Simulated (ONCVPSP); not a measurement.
Co (Z = 27): one change to an ONCV potential, before and after

ONCVPSP 4.0.1 input, shortened (lines: element, Z, core and valence counts, functional; n l f; lmax; l rc ep ncon nbas qcut; lloc lpopt rc5 dvloc0; l nproj debl; icmod fcfact rcfact), LDA (Perdew-Wang 92), scalar-relativistic:

```
  Co 27.00    4    3  -001012      upf
    1    0    2.00
    2    0    2.00
    2    1    6.00
    3    0    2.00
    3    1    6.00
    3    2    7.00
    4    0    2.00
    2
    0    2.45    0.00    4    7    2.80
    1    1.05    0.00    4    8   15.30
    2    1.15    0.00    4    8   11.30
    4    4    1.05    1.00
    0    2    1.20
    1    2    1.60
    2    3    3.20
    3    5.50    1.05
```

In the p channel the program set the typed energies aside and used -2.408, 0.250 Ha.

Change: s: qcut 2.4; p: qcut 13.2; d: qcut 9.7.

Cutoffs: the cutoffs (Ha) at which the residual kinetic energy of the hardest occupied pseudo-wave falls to 1 and 0.1 mHa per electron; they do not see the model core or the augmentation charge, which bear on the density cutoff. Errors are all-electron minus pseudo energies relative to the spin-unpolarised reference configuration.

Task: Predict the effect on cutoff, ghosts and configuration errors.

Result: The potential gets harder (60 Ha and 127 Ha → 151 Ha and 186 Ha); of the 4 tests that both files solve, the error grows in 0 and shrinks in 1 by more than 15 % and 0.3 meV (median size 15.3 → 12.8 meV); neither file shows a bound ghost.

```tsv
quantity	base	changed
cutoff, loose	60 Ha	151 Ha
cutoff, tight	127 Ha	186 Ha
loose cutoff by channel	s 4.3 Ha, p 36 Ha, d 60 Ha	s 8.5 Ha, p 36 Ha, d 151 Ha
bound ghosts	none	none
GHOST(+) flags under 300 eV	s at 23.8 eV	s at 26.8 eV
error for 3p6 3d7 4s1, meV [ΔE 9.29 eV]	-5.8	-5.0
error for 3p6 3d7 4s0, meV [ΔE 26.37 eV]	-36	-33
error for 3p6 3d6 4s0, meV [ΔE 62.56 eV]	+25	-21
error for 3p6 3d7 4s1.5, meV [ΔE 3.72 eV]	-1.3	-1.1
s: phases at 2.49 bohr within 0.05 rad from the reference energy up to (Ha; the scan ends near 5)	n/a	n/a
p: phases at 1.06 bohr within 0.05 rad from the reference energy up to (Ha; the scan ends near 5)	to the end of the scan	to the end of the scan
d: phases at 1.16 bohr within 0.05 rad from the reference energy up to (Ha; the scan ends near 5)	to the end of the scan	to the end of the scan
rms error of d²Exc/dni dnj with the model core, mHa	3.94	3.86
```
